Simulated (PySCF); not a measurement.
C3H6OSi, SMILES C#C[Si@@H](C)O. Geometry optimised at PBE-D3(BJ)/def2-SVP. The structure was generated by enumeration; whether it is a known compound was not checked. Other conformers were not sampled.

Method: PySCF 2.14.0 with PBE-D3(BJ)/def2-SVP.

Harmonic wavenumbers (cm⁻¹): 113, 136, 162, 215, 240, 327, 372, 580, 663, 689, 705, 716, 729, 809, 838, 863, 914, 1218, 1376, 1380, 2079, 2148, 2982, 3086, 3090, 3388, 3765. Rotational constants (GHz): 5.915, 2.742, 2.087; symmetry number 1.

Task: Work out the zero-point energy and the ideal-gas rigid-rotor harmonic-oscillator thermochemistry at 298.15 K and 1 atm.

Result: ZPE = ½ Σ hcν = ½ × 33585 cm⁻¹ = 200.88 kJ/mol. H − E(el) = 223.37 kJ/mol. Entropy in J/(mol K): translation 164.32, rotation 111.52, vibration 73.33, total 349.18. G − E(el) = 119.27 kJ/mol. Cp = 118.65 J/(mol K). Modes under 150 cm⁻¹ make the vibrational entropy uncertain.
